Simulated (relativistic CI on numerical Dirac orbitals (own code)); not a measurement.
# Ru3+: 4d valence photoemission

Computed with this model: Dirac-Coulomb-Breit CI, separate exchange-only KLI orbitals for each configuration, QED by a radiative potential, valence Slater integrals scaled by 0.8, multiplet model of photoemission in the sudden approximation; configurations [Kr] 4d5 → [Kr] 4d4; 80 K; Lorentzian 0.3 eV and Gaussian 0.5 eV FWHM. Energies are those of the free ion, without screening or charge transfer. The energies are binding energies and can lie tens of eV above those of solids. S is read from ⟨S²⟩ = S(S + 1).

Field parameters in Wybourne normalisation: Td as Oh with Dq negative (B⁴₀ = 21Dq, B⁴₄ = √(5/14) B⁴₀). The field is a parameter set, without covalency.

Computed curve for Td, 10Dq = -12000 cm⁻¹, scaled to 100 at the maximum (points under 2 are left out and the grid is thinned):

(Energy (eV), Intensity): (42.4, 2.1), (42.5, 2.4), (42.6, 2.7), (42.8, 3.7), (42.9, 4.4), (43.0, 5.5), (43.1, 7.0), (43.2, 9.3), (43.3, 13.0), (43.5, 28.4), (43.6, 42.1), (43.7, 59.3), (43.8, 77.7), (43.9, 92.8), (44.1, 96.9), (44.2, 84.7), (44.3, 67.5), (44.4, 50.0), (44.5, 35.7), (44.6, 26.0), (44.8, 18.4), (44.9, 19.4), (45.0, 23.4), (45.1, 31.0), (45.2, 42.0), (45.3, 54.6), (45.5, 70.1), (45.6, 66.8), (45.7, 56.7), (45.8, 43.4), (45.9, 30.7), (46.1, 14.4), (46.2, 10.2), (46.3, 7.6), (46.4, 6.0), (46.5, 4.8), (46.6, 4.0), (46.8, 2.8), (46.9, 2.4), (47.0, 2.1)

The ground state has S = 2.48, and the centroid lies at 44.62 eV.
